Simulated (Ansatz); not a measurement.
Frontier orbitals of `[Cl][Sn]([Cl])([I])[I]`.

Cartesian coordinates in Å:
```
Cl -0.3937 2.2347 0.5163
Sn 0.0088 0.0296 -0.0203
Cl 1.0694 0.0311 -2.0665
I 1.6086 -1.0377 1.7965
I -2.2932 -1.2577 -0.2260
```

Total charge 0; spin multiplicity 1. Correlated methods include outer-core shells of I, Sn, which these sets cover unevenly. Sn, I takes the def2 core potential. All single points use the PBE0-D4/def2-TZVP geometry. Basis def2-TZVPP, Ansatz.

```tsv
functional	HOMO (eV)	LUMO (eV)
ωB97M-V	-10.34	-1.61
```

Problem. Give HOMO and LUMO (eV) with LDA (SPW92), PBE, revPBE, BLYP, r2SCAN, B97M-V, PBE0, B3LYP, r2SCANh, r2SCAN0, HSE06 (plane-wave form), BHLYP, CAM-B3LYP, LC-ωPBE, ωB97X-V, HF. (Best estimate.)

Solution. The calculation gave: 
```
             functional    HOMO   LUMO
            LDA (SPW92)   -7.25  -4.51
                    PBE   -7.08  -4.22
                 revPBE   -7.03  -4.13
                   BLYP   -6.88  -4.13
                 r2SCAN   -7.41  -4.13
                 B97M-V   -7.39  -3.92
                   PBE0   -8.24  -3.48
                  B3LYP   -7.97  -3.72
                r2SCANh   -7.83  -3.86
                r2SCAN0   -8.46  -3.44
HSE06 (plane-wave form)   -7.85  -3.84
                  BHLYP   -9.20  -2.62
              CAM-B3LYP   -9.47  -2.56
                LC-ωPBE  -10.83  -1.46
                ωB97X-V  -10.49  -1.53
                     HF  -10.75  -0.09
```

B3LYP here is the variant with VWN-RPA as its local correlation; programs differ in this. LC-ωPBE has ω = 0.4 bohr⁻¹.
